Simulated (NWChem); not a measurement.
A series in which one site is exchanged, each optimised at PBE0/def2-SVP with NWChem, gas phase unless a solvent is named. Some are not confirmed as minima by frequencies. def2 effective core potentials on I, Hg; no spin-orbit coupling.

A: [I][Hg][I] (HgI2; site = Hg)
B: [I][Mg][I] (MgI2; site = Mg)
C: [Be]([I])[I] (BeI2; site = Be)
D: [I][Zn][I] (ZnI2; site = Zn)

Values for A:

```
Property                                                   Result
---------------------------------------------------------  ------
orbital gap (eV), PBE0/def2-SVP                              4.80
vertical ionisation energy, ΔSCF, CAM-B3LYP/def2-SVP (eV)    9.82
lowest singlet excitation, CAM-B3LYP/def2-SVPD, TDA (eV)     3.86
```

Q: How do these values change for the other members?

A: 
| change from A | B | C | D |
|---|---|---|---|
| orbital gap (eV), PBE0/def2-SVP | +0.97 | +2.09 | +1.07 |
| vertical ionisation energy, ΔSCF, CAM-B3LYP/def2-SVP (eV) | 0.00 | +0.26 | +0.06 |
| lowest singlet excitation, CAM-B3LYP/def2-SVPD, TDA (eV) | +0.88 | +1.78 | +0.91 |
